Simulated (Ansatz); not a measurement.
Born–Oppenheimer molecular dynamics of a periodic cell of 12 atoms, HCl (contents 6 HCl, density as packed 1.32 g/cm³ with natural masses). It starts from a partly relaxed structure (largest force component 0.24 eV/Å).

Theory: DFT PBE-D3(BJ), scalar-relativistic, plane waves, PAW in Ansatz 0.2.0. Settings: accuracy low, cutoff 420 eV, k mesh 1x1x1, fermi-dirac smearing 0.05 eV, no spin polarisation.

```json
{
 "ensemble": "NVT, Langevin thermostat",
 "time step": "0.5 fs",
 "steps asked": "300",
 "set temperature": "1500 K",
 "friction": "0.02 /fs",
 "seed": "345293"
}
```

First frame:

```xyz
12
Lattice="6.5061 0.0000 0.0000 0.0000 6.5061 0.0000 0.0000 0.0000 6.5061" Properties=species:S:1:pos:R:3
Cl 4.549 2.868 5.560
H 4.001 1.942 4.790
Cl 2.029 5.027 0.165
H 1.385 6.159 0.392
Cl 4.826 4.676 2.205
H 3.840 4.923 1.356
Cl 1.196 3.610 3.745
H 0.846 2.939 2.686
Cl 2.874 7.125 3.628
H 3.685 6.122 3.358
Cl 6.663 1.305 1.202
H 5.879 1.859 0.283
```

(1) What does the run give?

(2) What happens to the structure?

(3) How do temperature and energy run in time?

Results:

(1) The run went to its last step.

- steps done: 300
- time covered: 150 fs
- mean temperature over the second half: 1464 K
- spread of the potential energy over the second half: 22.6 meV per atom
- mean potential energy of the second half above the start: 153.0 meV per atom

A run of 0.15 ps of so small a system gives no equilibrium averages. Limits of this set-up: coarse k mesh, low accuracy level.

(2) Mean squared displacements from the first frame to the last, about the centre of mass: Cl 0.45 Å², H 2.90 Å². This is one draw of velocities; another would differ in detail.

(3) 
```json
{"time (fs)": "0.0", "T (K)": "1375", "potential energy less start (eV)": "0.000"}
{"time (fs)": "12.5", "T (K)": "1390", "potential energy less start (eV)": "0.742"}
{"time (fs)": "25.0", "T (K)": "1601", "potential energy less start (eV)": "0.868"}
{"time (fs)": "37.5", "T (K)": "1099", "potential energy less start (eV)": "1.302"}
{"time (fs)": "50.0", "T (K)": "898", "potential energy less start (eV)": "1.246"}
{"time (fs)": "62.5", "T (K)": "969", "potential energy less start (eV)": "1.208"}
{"time (fs)": "75.0", "T (K)": "1116", "potential energy less start (eV)": "1.495"}
{"time (fs)": "87.5", "T (K)": "1610", "potential energy less start (eV)": "1.882"}
{"time (fs)": "100.0", "T (K)": "1497", "potential energy less start (eV)": "1.943"}
{"time (fs)": "112.5", "T (K)": "1518", "potential energy less start (eV)": "1.770"}
{"time (fs)": "125.0", "T (K)": "1558", "potential energy less start (eV)": "1.764"}
{"time (fs)": "137.5", "T (K)": "1679", "potential energy less start (eV)": "1.700"}
{"time (fs)": "150.0", "T (K)": "1521", "potential energy less start (eV)": "1.780"}
```

Run time: 5.1 min on 1 thread of Arm Neoverse V1, on a shared host, peak memory 0.33 GiB.
